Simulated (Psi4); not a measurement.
C3H6BrClSi (SMILES C=C[Si](C)(Cl)Br), singlet, geometry from GFN2-xTB; PBE0/def2-SVP in Psi4 1.11.

Psi4 was given this input:
```
memory 2 GB

molecule {
0 1
C     2.32170134   -1.78046513   -0.97312246
C     1.78487166   -0.59590124   -0.72638090
Si   -0.05174900   -0.27804796   -0.47131161
C    -1.13493567   -1.83096272   -0.48924060
Cl   -0.70952900    1.08607802   -1.82515826
Br   -0.24309925    0.61280576    1.57295163
H     1.72505579   -2.67514726   -1.04535447
H     3.38307730   -1.91138221   -1.11223159
H     2.44012706    0.26525221   -0.66047529
H    -2.17486054   -1.58589085   -0.28676108
H    -1.09499107   -2.32479852   -1.45568379
H    -0.81328003   -2.54291554    0.26571620
}

set {
  basis def2-svp
}

energy('pbe0')
print_variables()
```

Q: Write the output that Psi4 gives for this input, abridged.

A: 
```
   => Loading Basis Set <=

    Name: DEF2-SVP
    Role: ORBITAL
    Keyword: BASIS

         ---------------------------------------------------------
                                   SCF
               by Justin Turney, Rob Parrish, Andy Simmonett
                          and Daniel G. A. Smith
                              RKS Reference
         ---------------------------------------------------------

  ==> Geometry <==

    Molecular point group: c1
    Full point group: C1

    Geometry (in Angstrom), charge = 0, multiplicity = 1:

       Center              X                  Y                   Z               Mass
    ------------   -----------------  -----------------  -----------------  -----------------
         C            2.355915107652    -1.874067119337    -1.063012987091    12.000000000000
         C            1.819085427652    -0.689503229337    -0.816271427091    12.000000000000
         SI          -0.017535232348    -0.371649949337    -0.561202137091    27.976926534650
         C           -1.100721902348    -1.924564709337    -0.579131127091    12.000000000000
         CL          -0.675315232348     0.992476030663    -1.915048787091    34.968852682000
         BR          -0.208885482348     0.519203770663     1.483061102909    78.918337600000
         H            1.759269557652    -2.768749249337    -1.135244997091     1.007825032230
         H            3.417291067652    -2.004984199337    -1.202122117091     1.007825032230
         H            2.474340827652     0.171650220663    -0.750365817091     1.007825032230
         H           -2.140646772348    -1.679492839337    -0.376651607091     1.007825032230
         H           -1.060777302348    -2.418400509337    -1.545574317091     1.007825032230
         H           -0.779066262348    -2.636517529337     0.175825672909     1.007825032230

  Running in c1 symmetry.

  Rotational constants: A =      0.05280  B =      0.03631  C =      0.02834 [cm^-1]
  Rotational constants: A =   1582.88277  B =   1088.49705  C =    849.54578 [MHz]
  Nuclear repulsion =  586.624912855722414

  Charge       = 0
  Multiplicity = 1
  Electrons    = 90
  Nalpha       = 45
  Nbeta        = 45

  ==> Algorithm <==

  SCF Algorithm Type is DF.
  DIIS enabled.
  MOM disabled.
  Fractional occupation disabled.
  Guess Type is SAD.
  Energy threshold   = 1.00e-06
  Density threshold  = 1.00e-06
  Integral threshold = 1.00e-12

  ==> Primary Basis <==

  Basis Set: DEF2-SVP
    Blend: DEF2-SVP
[...]
   @DF-RKS iter   4: -3440.52644301389728   -4.82596e-03   2.10767e-04 ADIIS/DIIS
   @DF-RKS iter   5: -3440.52685528907887   -4.12275e-04   7.77667e-05 DIIS
   @DF-RKS iter   6: -3440.52691498971581   -5.97006e-05   1.81310e-05 DIIS
   @DF-RKS iter   7: -3440.52691825631427   -3.26660e-06   4.50002e-06 DIIS
   @DF-RKS iter   8: -3440.52691846170910   -2.05395e-07   1.09594e-06 DIIS
   @DF-RKS iter   9: -3440.52691847532060   -1.36115e-08   2.48604e-07 DIIS
  Energy and wave function converged.

  ==> Post-Iterations <==

   Electrons on quadrature grid:
      Ntotal   =   89.9999908647 ; deviation = -9.135e-06

    Orbital Energies [Eh]
    ---------------------

    Doubly Occupied:

[...]
    Virtual:

[...]
    Final Occupation by Irrep:
              A
    DOCC [    45 ]
    NA   [    45 ]
    NB   [    45 ]

  @DF-RKS Final Energy: -3440.52691847532060

   => Energetics <=

    Nuclear Repulsion Energy =            586.6249128557224140
    One-Electron Energy =               -5945.7582954862573388
    Two-Electron Energy =                2038.1681670102093449
    DFT Exchange-Correlation Energy =    -119.5617028549956160
    Empirical Dispersion Energy =           0.0000000000000000
    VV10 Nonlocal Energy =                  0.0000000000000000
    Total Energy =                      -3440.5269184753205991

Computation Completed

Properties will be evaluated at   0.000000,   0.000000,   0.000000 [a0]

Properties computed using the SCF density matrix

 Multipole Moments:

 ------------------------------------------------------------------------------------
     Multipole            Electronic (a.u.)      Nuclear  (a.u.)        Total (a.u.)
 ------------------------------------------------------------------------------------

 L = 1.  Multiply by 2.5417464519 to convert [e a0] to [Debye]
 Dipole X            :         -5.5252753            5.8189181            0.2936428
 Dipole Y            :         15.0503140          -15.9193916           -0.8690777
 Dipole Z            :         14.9488129          -15.2881624           -0.3393495
 Magnitude           :                                                    0.9781002

 ------------------------------------------------------------------------------------

  Variable Map:
  ----------------------------------------------------------------------------
[...]
  Array Variable Map:
  ----------------------------------------------------------------------------
[...]
[...]
```
